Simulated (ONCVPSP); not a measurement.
# PBE ONCV dataset for Rb (Z = 37), fully relativistic all-electron reference.

Rb (Z = 37), optimised norm-conserving Vanderbilt (ONCV), made with ONCVPSP 4.0.1 (PBE, fully relativistic). Core [Ar] 3d10, reference 4s2 4p6 (charge +1). Waves: 4s: rc 2.30 bohr, ncon 4, nbas 8, qcut 5.3 1/bohr, 2 projectors, debl 1.2 Ha; 4p: rc 1.50 bohr, ncon 4, nbas 7, qcut 6.5 1/bohr, 3 projectors, debl 3.1 Ha; d scattering state at 0.14 Ha: rc 2.00 bohr, ncon 3, nbas 6, qcut 5.1 1/bohr, 3 projectors, debl 0.3 Ha. Local part: polynomial inside 1.20 bohr (lpopt 5, dvloc0 0 Ha). Core correction: Teter function, fcfact 5.25, rcfact 1.3.

Open shells are filled in proportion to 2j + 1.

In the s channel the program set the typed energies aside and used -1.382, 0.250 Ha. In the d channel the program set the typed energies aside and used 0.050, 0.350, 0.650 Ha (j = l + 1/2; the other j can differ).

Poles of the logarithmic derivatives, all-electron (AE) and pseudo (PS). s: poles at -1.1, 3.3 (AE) and -1.1, 2.7, 3.7 (PS) Ha. p3/2: poles at 2.2 (AE) and 2.2 (PS) Ha. p1/2: poles at 2.0 (AE) and 2.0 (PS) Ha. d5/2: poles at 1.5 (AE) and 1.5 (PS) Ha. d3/2: poles at 1.5 (AE) and 1.5 (PS) Ha. Test radii: s 2.34, p3/2 1.53, p1/2 1.53, d5/2 2.03, d3/2 2.03 bohr.

* Cutoffs needed: 17 Ha and 24 Ha (the cutoffs (Ha) at which the residual kinetic energy of the hardest occupied pseudo-wave falls to 1 and 0.1 mHa per electron)
* Ghost test: no bound ghost flagged; GHOST(+) flagged for s at 78.8 eV, p3/2 at 342.0 eV
* Largest excitation error: -0.5 meV (all-electron minus pseudo) for 4s2 4p6 4d0.5 5s0.5, out of 4 test configurations
* rms error of d²Exc/dni dnj: 10.21 mHa without and 4.74 mHa with the model core
